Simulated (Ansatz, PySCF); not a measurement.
GeH3ISe. Atoms are numbered in the order given.

```xyz
6

Se     1.1634    -0.4489     0.0000
I     -0.3179     1.6524     0.0000
Ge    -0.6206    -2.0376     0.0000
H      0.0953    -3.4032     0.0000
H     -1.4728    -1.8536     1.2671
H     -1.4728    -1.8536    -1.2671
```

Geometry optimised at B3LYP-D3(BJ)/def2-SVP. This is a generated structure with no PubChem entry under its InChIKey; it may be hypothetical. The def2 effective core potentials stand for the cores of I; spin–orbit coupling is left out.

Vertical ionisation energy (IE) and electron affinity (EA) in eV. Rows of orbital energies are one-electron estimates. Where ΔSCF, EOM or ADC give a negative EA the extra electron is unbound and the value depends on the basis.

```json
[
 {"level": "−ε(HOMO), −ε(LUMO), PBE0/def2-TZVPD (PySCF)", "IE": "6.72", "EA": "2.98"},
 {"level": "−ε(HOMO), −ε(LUMO), PBE/def2-TZVPD (PySCF)", "IE": "(withheld)", "EA": "(withheld)"},
 {"level": "ΔSCF, PBE0/def2-SVPD (Ansatz), final states of multiplicity 2 and 2", "IE": "8.64", "EA": "1.36"},
 {"level": "ΔSCF, PBE/def2-SVPD (Ansatz), final states of multiplicity 2 and 2", "IE": "8.40", "EA": "1.32"}
]
```

Complete the blanks. (The exact figures need the calculation; the answer reports its results.)


- −ε(HOMO), −ε(LUMO), PBE/def2-TZVPD (PySCF), IE: 5.62
- −ε(HOMO), −ε(LUMO), PBE/def2-TZVPD (PySCF), EA: 3.77

What vertical singlet–triplet gap does ΔSCF give with PBE0/def2-SVPD (Ansatz, an electronic-structure program) and with PBE/def2-SVPD (Ansatz)? (The exact figures need the calculation; the answer reports its results.)

1.67 and 1.58 eV (triplet above singlet where positive).
